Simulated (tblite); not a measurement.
C₅H₇BClN.
Numbering: `[CH:1]#[C:2][C@H:3]([Cl:4])[BH2-:5][N+:6]#[C:7][CH3:8]` (hydrogens: H9 on C1; H10 on C3; H11, H12 on B5; H13, H14, H15 on C8)
Bond orders are those of one Lewis drawing.

Computed with GFN2-xTB (tblite), gas phase: L-BFGS steps from a force-field or distance-geometry start until the largest atomic force falls under 0.01 eV/Å.

The end geometry, which sets the zero of energy:
```
atom  x, y, z in Å
C1      3.9010   -0.0495    0.2596
C2      2.7370   -0.0412   -0.0262
C3      1.3361    0.0173   -0.3232
Cl4     0.8299    1.7695   -0.2729
B5      0.4563   -0.9119    0.7346
N6     -0.9407   -0.5277    0.4853
C7     -1.9407   -0.0227    0.2320
C8     -3.1923    0.5906   -0.0735
H9      4.9216   -0.0868    0.4975
H10     1.1630   -0.2778   -1.3615
H11     0.5762   -2.0637    0.4700
H12     0.6809   -0.6501    1.8712
H13    -3.0119    1.6210   -0.3827
H14    -3.8334    0.5876    0.8082
H15    -3.6875    0.0533   -0.8827
```

**Question.** These geometries come from the run, each turned onto the end geometry. Order them by energy, lowest first.
A.
```
atom  x, y, z in Å
C1      3.9733   -0.4929    0.1285
C2      2.8786   -0.1433   -0.0295
C3      1.4839    0.2908   -0.2215
Cl4     1.3536    2.0517    0.1503
B5      0.4794   -0.5519    0.7525
N6     -0.9336   -0.2174    0.4176
C7     -2.0371    0.0436    0.1674
C8     -3.4123    0.3620   -0.1370
H9      4.9969   -0.8198    0.2714
H10     1.1864    0.1450   -1.2665
H11     0.6530   -1.7117    0.5644
H12     0.6932   -0.2847    1.8849
H13    -3.4858    1.3881   -0.5299
H14    -4.0275    0.2870    0.7729
H15    -3.8065   -0.3387   -0.8898
```
B.
```
atom  x, y, z in Å
C1      3.9912   -0.4970    0.1308
C2      2.8575   -0.1354   -0.0355
C3      1.4915    0.2828   -0.2241
Cl4     1.3557    2.0572    0.1444
B5      0.4738   -0.5598    0.7592
N6     -0.9387   -0.2166    0.4171
C7     -2.0323    0.0436    0.1686
C8     -3.4058    0.3597   -0.1357
H9      4.9844   -0.8153    0.2699
H10     1.1923    0.1523   -1.2661
H11     0.6460   -1.7148    0.5609
H12     0.6853   -0.2810    1.8892
H13    -3.4832    1.3789   -0.5264
H14    -4.0206    0.2870    0.7665
H15    -3.8015   -0.3336   -0.8831
```
C.
```
atom  x, y, z in Å
C1      3.9613   -0.3971    0.1291
C2      2.8123   -0.1112   -0.0524
C3      1.4325    0.2372   -0.2199
Cl4     1.2527    2.0272    0.0528
B5      0.4662   -0.6441    0.7895
N6     -0.9207   -0.2743    0.4714
C7     -1.9770    0.0654    0.1735
C8     -3.3282    0.4044   -0.1418
H9      4.9616   -0.6692    0.2790
H10     1.1453    0.1037   -1.2649
H11     0.5742   -1.8010    0.5317
H12     0.6368   -0.3966    1.9380
H13    -3.3863    1.4239   -0.5230
H14    -3.9235    0.3245    0.7685
H15    -3.7117   -0.2848   -0.8958
```
D.
```
atom  x, y, z in Å
C1      3.9284   -0.1497    0.1417
C2      2.7475   -0.0613   -0.0426
C3      1.3374    0.0928   -0.2435
Cl4     0.9417    1.8657   -0.0599
B5      0.4599   -0.8428    0.8035
N6     -0.9363   -0.4515    0.5534
C7     -1.9529   -0.0051    0.2595
C8     -3.2157    0.5330   -0.1333
H9      4.9579   -0.2579    0.3072
H10     1.0904   -0.1301   -1.2850
H11     0.5614   -1.9899    0.5060
H12     0.6904   -0.6211    1.9466
H13    -3.0759    1.5583   -0.4788
H14    -3.9090    0.5309    0.7077
H15    -3.6296   -0.0635   -0.9470
```
E.
```
atom  x, y, z in Å
C1      3.9123   -0.0859    0.1671
C2      2.7315   -0.0475   -0.0359
C3      1.3193    0.0514   -0.2602
Cl4     0.8517    1.8083   -0.1114
B5      0.4537   -0.8969    0.7911
N6     -0.9448   -0.5289    0.5198
C7     -1.9399   -0.0334    0.2310
C8     -3.1832    0.5710   -0.1223
H9      4.9439   -0.1509    0.3446
H10     1.0939   -0.1944   -1.3016
H11     0.5934   -2.0459    0.5247
H12     0.6622   -0.6315    1.9295
H13    -2.9968    1.5985   -0.4380
H14    -3.8536    0.5748    0.7369
H15    -3.6482    0.0193   -0.9395
```

**Answer.** E (0.003 eV), D (0.006 eV), C (0.029 eV), B (0.098 eV), A (0.251 eV).

In the order of the answer:

| step | E above end (eV) | largest force (eV/Å) | rms force component (eV/Å) | rms distance from end (Å) | rms bond change (Å) | bond most changed (Å) |
| --- | --- | --- | --- | --- | --- | --- |
| 73 | 0.003 | 0.02 | 0.006 | 0.089 | 0.000 | B5–N6 +0.001 |
| 50 | 0.006 | 0.08 | 0.018 | 0.142 | 0.001 | C3–B5 -0.005 |
| 30 | 0.029 | 0.09 | 0.034 | 0.352 | 0.003 | C3–B5 -0.008 |
| 3 | 0.098 | 0.35 | 0.130 | 0.438 | 0.009 | B5–N6 +0.023 |
| 1 | 0.251 | 5.84 | 1.271 | 0.439 | 0.022 | C2–C3 +0.040 |

The cost below is that of the whole relaxation. On one thread, Arm Neoverse V1 (aarch64) (shared host), this took 0.68 s of wall time.
